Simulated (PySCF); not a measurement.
**CH8SSi3**

CH8SSi3 is a silylene (divalent Si1, bonded to 1 C + 1 S), neutral, singlet. The structure, one conformer, was relaxed in the gas phase by PBE0-D3(BJ)/def2-SVP. No frequency run checks that it is a minimum.

The strong deshielding of the divalent centre rests on a low-lying excitation, and density functionals tend to overstate it.

SMILES: [SiH3]C[Si]S[SiH3]

| atom | x (Å) | y (Å) | z (Å) |
| --- | --- | --- | --- |
| Si1 | 1.227 | -0.418 | -0.043 |
| C2 | 1.115 | 1.379 | 0.567 |
| Si3 | -0.244 | 1.584 | 1.869 |
| S4 | -0.545 | -0.344 | -1.278 |
| Si5 | -0.646 | -2.373 | -2.015 |
| H6 | 2.079 | 1.656 | 1.027 |
| H7 | 0.895 | 2.094 | -0.245 |
| H8 | -1.574 | 1.704 | 1.204 |
| H9 | -0.279 | 0.390 | 2.773 |
| H10 | 0.005 | 2.794 | 2.711 |
| H11 | 0.543 | -3.133 | -1.528 |
| H12 | -1.903 | -3.008 | -1.526 |
| H13 | -0.663 | -2.342 | -3.506 |

Shieldings: GIAO PBE0/pcSseg-1. Shifts are against computed references at the same level: C TMS (σ 184.4 ppm), H TMS (σ 31.27 ppm), Si TMS (σ 352.0 ppm). Core levels by delta-SCF with SCAN, pcX-2 on the ionised atom and pcseg-1 elsewhere, spin-free X2C (2p3/2 is the spin-free 2p value less a third of a first-order spin-orbit splitting); from the vacuum level, for chosen atoms.

Question: Give the shieldings and core levels atom by atom.

Answer: 
```csv
atoms,bonded to,σ (ppm),δ (ppm),core level (eV)
Si1,1 C + 1 S,-158.8,510.8,2p3/2 106.87
C2,2 Si + 2 H,153.4,31.0,1s 289.71
Si3,1 C + 3 H,441.5,-89.5,2p3/2 106.66
S4,2 Si,333.8,-,2p3/2 168.50
Si5,1 S + 3 H,390.4,-38.4,2p3/2 107.14
H6,1 C,29.02,2.25,-
H7,1 C,29.30,1.97,-
H8 H9 H10,1 Si,27.38,3.89,-
H11 H12 H13,1 Si,26.18,5.09,-
```

Values are those of this one static structure, with the three H of a rotating XH3 group averaged; atoms that internal rotation interchanges would show their mean in an NMR spectrum.

Question: Which of Si1, Si3, Si5 holds its core electrons tightest, and by how much against the loosest?

Answer: Si5 (bonded to 1 S + 3 H), by 0.48 eV over Si3 (bonded to 1 C + 3 H).

Question: By CAM-B3LYP/def2-SVPD (TDDFT singlets, Tamm-Dancoff triplets, ionisation by delta-SCF), where does absorption start, and what does vertical ionisation take?

Answer: The lowest singlet lies at 3.16 eV (f 0.012), the strongest of the first 6 at 5.82 eV (f 0.326), the lowest triplet at 1.93 eV; vertical ionisation takes 8.46 eV.

The 3 runs behind this took 2.3 min in all, one thread each of Arm Neoverse V1 on a shared host, launched as `OMP_NUM_THREADS=1 python cluster_run.py task.json out`.
